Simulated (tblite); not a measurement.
C5H11O2P.
SMILES with atom numbers: `[CH3:1][CH2:2][P@@:3](=[O:4])([OH:5])[CH:6]1[CH2:7][CH2:8]1` (hydrogens: H9, H10, H11 on C1; H12, H13 on C2; H14 on O5; H15 on C6; H16, H17 on C7; H18, H19 on C8)

Structure used (GFN2-xTB), in Å, numbered top down from 1:
```xyz
19
C5H11O2P angstrom
C      2.3824    0.8732   -0.3108
C      1.6406    0.0419    0.7221
P      0.3074   -0.9257   -0.0947
O      0.7662   -1.8585   -1.1318
O     -0.3821   -1.7154    1.1369
C     -0.9651    0.2649   -0.6196
C     -2.3952   -0.1852   -0.6134
C     -1.9208    0.8026    0.3991
H      2.7006    0.2319   -1.1302
H      1.7367    1.6501   -0.7151
H      3.2594    1.3463    0.1268
H      1.2175    0.6612    1.5122
H      2.3095   -0.6930    1.1767
H     -0.3351   -2.6505    0.9283
H     -0.6432    0.9092   -1.4271
H     -3.0359    0.1547   -1.4131
H     -2.6098   -1.1900   -0.2805
H     -2.2370    1.8315    0.3103
H     -1.8059    0.4599    1.4165
```

Computed values, GFN2-xTB/tblite, gas phase, harmonic and unscaled. The method is semi-empirical: single wavenumbers can be off by several per cent or more. One conformer, not necessarily the lowest.

Harmonic wavenumbers (cm⁻¹): 34.1, 65.2, 132.5, 159.9, 176.1, 203.5, 231.9, 273.3, 311.7, 364.2, 383.7, 434.0, 627.7, 729.4, 768.6, 793.8, 813.1, 835.3, 891.0, 966.6, 979.9, 992.4, 1003.8, 1016.1, 1070.1, 1072.2, 1083.3, 1089.6, 1149.8, 1206.4, 1211.8, 1251.9, 1267.6, 1340.2, 1406.0, 1430.0, 1435.6, 1480.6, 1492.5, 1496.6, 2953.7, 2989.9, 3022.5, 3029.2, 3036.8, 3046.5, 3081.8, 3084.9, 3089.1, 3105.5, 3576.3.

A = 2416, B = 1386, C = 1176 MHz; mass 134.050 u (most abundant isotopes); point group C1, symmetry number 1.

Q: What is the zero-point energy?

A: Half the sum of the wavenumbers: 33844 cm⁻¹ = 96.77 kcal/mol.

Q: What is S at 350 K and 1 bar for an ideal gas of classical rigid rotors and harmonic oscillators?

A: Translation 41.41, rotation 29.27, vibration 35.61: S = 106.3 cal/(mol K).

Q: And Cp and H(350 K) − H(0)?

A: Cp = 43.89 cal/(mol K), of which vibrations give 35.94 (their classical limit is 51 R = 101.3); H(350 K) − H(0) = 9.21 kcal/mol without the zero-point energy, 6.43 from vibrations.

Q: Which modes carry the vibrational entropy at 350 K?

A: 34.1 cm⁻¹: 5.89; 65.2 cm⁻¹: 4.61; 132.5 cm⁻¹: 3.22; 159.9 cm⁻¹: 2.86; 176.1 cm⁻¹: 2.67; 203.5 cm⁻¹: 2.40 cal/(mol K); the other 45 give 13.96 together.

Q: Blend soft modes into free rotors: weight 1/[1 + (100 cm⁻¹/ν̃)⁴] for the oscillator and the rest for a rotor with moment μB/(μ + B), μ = h/(8π²ν), B = 10⁻⁴⁴ kg m². What vibrational entropy results?

A: 32.66 cal/(mol K) in place of 35.61, which changes −T·S at 350 K by +1.03 kcal/mol.

Q: How do the functions run with temperature in this model?

A: 
| T (K) | S (cal/(mol K)) | Cp (cal/(mol K)) | H − H(0) (kcal/mol) | G − H(0) (kcal/mol) | ln q(vib) |
| --- | --- | --- | --- | --- | --- |
| 50 | 58.8 | 13.1 | 0.51 | -2.43 | 0.68 |
| 100 | 69.9 | 19.4 | 1.33 | -5.66 | 1.93 |
| 298.15 | 99.7 | 38.6 | 7.07 | -22.65 | 7.31 |
| 373.15 | 109.2 | 46.1 | 10.25 | -30.49 | 9.29 |
| 500 | 124.3 | 57.1 | 16.83 | -45.31 | 12.60 |
| 750 | 150.5 | 72.1 | 33.12 | -79.75 | 18.89 |
| 1000 | 172.6 | 81.8 | 52.43 | -120.21 | 24.72 |

q(vib) and H(0) count from the zero-point level.

Hindered rotation and anharmonicity are outside this model. Other conformers, if any are populated, would add a mixing term that is left out. The structure is chiral; the term R ln 2 for an equal mix with its mirror image is left out.
